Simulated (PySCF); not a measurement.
## Radial density of Cr²⁺ (chromium, charge +2)

B2PLYP, [Ar] 3d3 4p1, one real determinant (an excited configuration). All numbers are calculated (PySCF 2.14, no relativity, point nucleus, in def2-QZVPPD (11s6p5d3f2g, 93 functions)).

```json
{"r (bohr)": "0.00113", "4πr²ρ (e/bohr)": "0.1416", "4πr²(ρα − ρβ)": "0.0000"}
{"r (bohr)": "0.00190", "4πr²ρ (e/bohr)": "0.3861", "4πr²(ρα − ρβ)": "0.0000"}
{"r (bohr)": "0.00320", "4πr²ρ (e/bohr)": "1.027", "4πr²(ρα − ρβ)": "-0.0001"}
{"r (bohr)": "0.00538", "4πr²ρ (e/bohr)": "2.616", "4πr²(ρα − ρβ)": "-0.0002"}
{"r (bohr)": "0.00905", "4πr²ρ (e/bohr)": "6.207", "4πr²(ρα − ρβ)": "-0.0004"}
{"r (bohr)": "0.0152", "4πr²ρ (e/bohr)": "13.08", "4πr²(ρα − ρβ)": "-0.0007"}
{"r (bohr)": "0.0256", "4πr²ρ (e/bohr)": "22.62", "4πr²(ρα − ρβ)": "-0.0005"}
{"r (bohr)": "0.0430", "4πr²ρ (e/bohr)": "28.56", "4πr²(ρα − ρβ)": "0.0026"}
{"r (bohr)": "0.0724", "4πr²ρ (e/bohr)": "24.36", "4πr²(ρα − ρβ)": "0.0161"}
{"r (bohr)": "0.122", "4πr²ρ (e/bohr)": "23.32", "4πr²(ρα − ρβ)": "0.0552"}
{"r (bohr)": "0.205", "4πr²ρ (e/bohr)": "31.40", "4πr²(ρα − ρβ)": "0.1966"}
{"r (bohr)": "0.345", "4πr²ρ (e/bohr)": "17.77", "4πr²(ρα − ρβ)": "0.8580"}
{"r (bohr)": "0.580", "4πr²ρ (e/bohr)": "10.94", "4πr²(ρα − ρβ)": "2.3523"}
{"r (bohr)": "0.975", "4πr²ρ (e/bohr)": "11.14", "4πr²(ρα − ρβ)": "2.4882"}
{"r (bohr)": "1.64", "4πr²ρ (e/bohr)": "2.396", "4πr²(ρα − ρβ)": "1.0283"}
{"r (bohr)": "2.76", "4πr²ρ (e/bohr)": "0.5232", "4πr²(ρα − ρβ)": "0.5047"}
{"r (bohr)": "4.64", "4πr²ρ (e/bohr)": "0.1016", "4πr²(ρα − ρβ)": "0.1016"}
{"r (bohr)": "7.80", "4πr²ρ (e/bohr)": "0.001008", "4πr²(ρα − ρβ)": "0.0010"}
```

⟨L²⟩ = 14.01 against 20 for a pure G term, so this real determinant mixes terms.
